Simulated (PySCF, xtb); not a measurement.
C2H5BO3, SMILES CB(O)C(=O)O. One conformer was computed; it need not be the lowest.

Harmonic wavenumbers (cm⁻¹) from GFN2-xTB (xtb) at its own minimum, in rising order: 52, 75, 141, 268, 271, 416, 523, 542, 689, 717, 763, 867, 873, 943, 1123, 1153, 1255, 1364, 1384, 1473, 1481, 1707, 3026, 3041, 3061, 3384, 3485.

Task: What does PBE-D3(BJ)/def2-SVP (PySCF) give at its own minimum? (An estimate is asked for; the answer gives what the named calculation found.)

Result: 64, 95, 172, 296, 300, 426, 526, 547, 697, 726, 817, 830, 856, 987, 1141, 1206, 1268, 1347, 1376, 1379, 1440, 1730, 2970, 3041, 3089, 3507, 3560. Paired by order, the mean absolute difference is 32 cm⁻¹ and the zero-point energies are 48.7 and 49.2 kcal/mol.
